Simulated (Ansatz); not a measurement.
Abridged output of a molecular run in Ansatz:

```
Functional definition: HF
2393 factors; integrals over basis functions are off by at most 1.0e-3 eV
mean field evaluation 1: about -7430.9965 eV, gradient 4.8e1 eV
mean field evaluation 2: about -7431.3181 eV, gradient 4.8e1 eV
mean field evaluation 4: about -7437.5559 eV, gradient 6.2e0 eV
mean field evaluation 8: about -7437.6750 eV, gradient 2.7e-1 eV
mean field -7437.67532328 eV, -273.3295266931 hartree, gradient 1.7e-6 eV, S^2 0.000000; 0 other end points of the search recorded, 0 dependent functions left out
7 core orbitals not correlated: weight in the atoms' cores, before any rotation towards them, 1.000 or more for the frozen orbitals, at most 0.000 for the correlated occupied ones
reference -7437.67532328 eV, -273.3295266931 hartree; 21, 21 occupied and 385, 385 virtual orbitals, 2393 factors
second order -33.23025678 eV of doubles, -0.00000000 eV of singles
cycle   1  -34.20661777 eV  change   -9.8e-1 eV  update   1.1e-1
cycle   2  -34.99953965 eV  change   -7.9e-1 eV  update   2.9e-2
cycle   3  -35.11532349 eV  change   -1.2e-1 eV  update   1.1e-2
cycle   4  -35.11174844 eV  change    3.6e-3 eV  update   2.5e-3
cycle   5  -35.11275280 eV  change   -1.0e-3 eV  update   8.2e-4
cycle   6  -35.11299151 eV  change   -2.4e-4 eV  update   1.9e-4
cycle   7  -35.11293374 eV  change    5.8e-5 eV  update   5.8e-5
cycle   8  -35.11293717 eV  change   -3.4e-6 eV  update   1.6e-5
perturbative correction -1.44529565 eV, -0.0531136355 hartree
Total energy: -7474.23355610 eV, -274.6730169693 hartree
```

Its atoms:

Cartesian coordinates in Å:
```
C 1.7579 -0.5024 -0.1147
C 0.7727 0.6254 0.1562
C 0.2540 0.5953 1.5942
C -0.8747 -0.4500 1.5888
C -1.3342 -0.5538 0.1212
C -0.5339 0.5077 -0.6444
C -0.3933 0.2299 -2.1273
H 2.6283 -0.4139 0.5402
H 1.3106 -1.4842 0.0659
H 2.1180 -0.4880 -1.1458
H 1.2675 1.5782 -0.0616
H -0.1503 1.5789 1.8521
H 1.0371 0.3700 2.3224
H -0.5126 -1.4159 1.9482
H -1.6884 -0.1594 2.2561
H -1.1123 -1.5458 -0.2841
H -2.4104 -0.4074 0.0049
H -1.0530 1.4677 -0.5249
H 0.2126 0.9932 -2.6238
H 0.0756 -0.7410 -2.3079
H -1.3713 0.2154 -2.6157
```

(1) Which basis set was used?
A. cc-pV(Q+d)Z
B. def2-SVPD
C. def2-TZVPP
D. def2-QZVPP

(2) Write the keys of the input that set method, charge and spin (a neutral closed shell needs none for the last two).

Answers

(1) C. It gives 413 functions.

(2) 
```yaml
correlation: {method: ccsd_t}
```
